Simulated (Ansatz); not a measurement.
C2H2N3 (SMILES [c]1ncn[nH]1), doublet (typed; the unrestricted solution is spin-contaminated), geometry from GFN2-xTB; HF/def2-SVP (Ansatz, a quantum-chemistry and plane-wave program).

Input for Ansatz:
Ansatz 0.2 input:
```yaml
crystal:
  periodic: [false, false, false]
  atoms:
    - {symbol: C, position_ang: [-0.60350757, -0.82796458, -0.48881943]}
    - {symbol: N, position_ang: [0.68981498, -0.87913391, -0.50636726]}
    - {symbol: C, position_ang: [1.03177486, 0.24989577, 0.15562002]}
    - {symbol: N, position_ang: [0.00120577, 0.96304564, 0.56190122]}
    - {symbol: N, position_ang: [-1.06411527, 0.25387661, 0.13799864]}
    - {symbol: H, position_ang: [2.04740336, 0.53679080, 0.33267363]}
    - {symbol: H, position_ang: [-2.00534541, 0.56710358, 0.31179463]}
basis:
  gaussian:
    orbitals: def2-SVP
    point_charges:
      - {charge: 0.5, position_ang: [0.8128, 4.9861, -1.2077]}
hamiltonian:
  xc: hf
magnetization: {spin_polarized: true, initial_magnetization: 1}
```

What the program printed (banner, timings and long lists left out):

```
Functional definition: HF
828 factors; integrals over basis functions are off by at most 1.3e-3 eV
mean field evaluation 1: about -6526.6028 eV, gradient 2.2e1 eV
mean field evaluation 2: about -6526.6137 eV, gradient 2.2e1 eV
mean field evaluation 4: about -6529.5312 eV, gradient 3.8e0 eV
mean field evaluation 8: about -6529.6991 eV, gradient 4.6e-1 eV
mean field evaluation 16: about -6529.7455 eV, gradient 2.6e-5 eV
mean field evaluation 32: about -6522.0582 eV, gradient 6.7e0 eV
mean field evaluation 64: about -6529.5195 eV, gradient 3.8e0 eV
mean field -6529.74545731 eV, -239.9637195356 hartree, gradient 3.0e-5 eV, S^2 0.908659; 0 other end points of the search recorded, 0 dependent functions left out
reference -6529.74545731 eV, -239.9637195356 hartree; 18, 17 occupied and 62, 63 virtual orbitals, 828 factors
Total energy: -6529.74545731 eV, -239.9637195356 hartree
```
